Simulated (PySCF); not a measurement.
## Cu (copper, neutral): UHF calculation

Configuration: [Ar] 3d10 4s1, 2S determinant. Computed with PySCF 2.14 in x2c-TZVPall (6s5p4d1f, 48 functions), with scalar relativity by spin-free X2C-1e.

```json
{"Total energy": "-1653.132680 hartree", "One-electron energy": "-2307.6026 hartree", "Hartree (Coulomb) energy": "721.0361 hartree", "Exchange energy": "-66.5662 hartree", "⟨S²⟩": "0.7522", "⟨L²⟩": "0.000", "Sum of ⟨r⟩": "20.99 bohr", "Sum of ⟨r²⟩": "31.65 bohr²", "Langevin diamagnetic susceptibility": "-25.1 ×10⁻⁶ cm³/mol", "Time after the integrals": "0.12 s of wall time on 1 thread of Neoverse-V2 (shared host)"}
```

```csv
shell,electrons,mean orbital energy (eV),"rms radius, mean of both spins (bohr)"
1s α,1,-9047.5,0.0601
1s β,1,-9047.5,0.0601
2s β,1,-1133.6,0.254
2s α,1,-1133.6,0.254
2p β,3,-974.29,0.228
2p α,3,-974.21,0.228
3s α,1,-140.33,0.766
3s β,1,-140.32,0.766
3p β,3,-91.618,0.819
3p α,3,-91.459,0.819
3d β,5,-13.129,1.17
3d α,5,-13.006,1.17
4s α,1,-6.708,3.52
```

Densities and radii are taken from the X2C orbitals without a picture-change correction, which distorts them close to the nucleus.
